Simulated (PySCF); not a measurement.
Ag³³⁺: ionisation energy

Ag³³⁺ [Ne] 3s2 3p2 (3P) → Ag³⁴⁺ [Ne] 3s2 3p1 (2P), as a difference of total energies. All numbers are calculated (PySCF 2.14, the spin-free X2C one-electron Hamiltonian (Gaussian nucleus), in an even-tempered Gaussian basis (18 s from 5 bohr⁻², ratio 2.5; 12 p from 6.5 bohr⁻², ratio 2.5; 5 d from 27 bohr⁻², ratio 2.7; 4 f from 41 bohr⁻², ratio 2.7)). Correlated levels: outer shells: 1s2 frozen; virtual orbitals above 40 to 60 times the deepest correlated orbital energy dropped. The calculations carry no spin-orbit coupling.

| method | ionisation energy (eV) |
| --- | --- |
| UHF | 2052.4 |
| LDA | 2053.7 |
| PBE | 2054.1 |
| PBE0 | 2054.0 |
| r2SCAN | 2054.4 |
| r2SCAN0 | 2054.2 |
| BHandHLYP | 2054.1 |
| MP2 (outer shells) | 2052.9 |
| SCS-MP2 (outer shells) | 2052.7 |

Spin-orbit coupling is strong in these open shells (close to jj coupling). The scalar numbers leave it out and a first-order estimate fails, so it can dominate the gap to the real levels.

Breit and QED terms and the two-electron picture change are absent.

For comparison: 2077 ± 4 eV (semi-empirical (NIST evaluation); NIST Atomic Spectra Database, ionization energies).
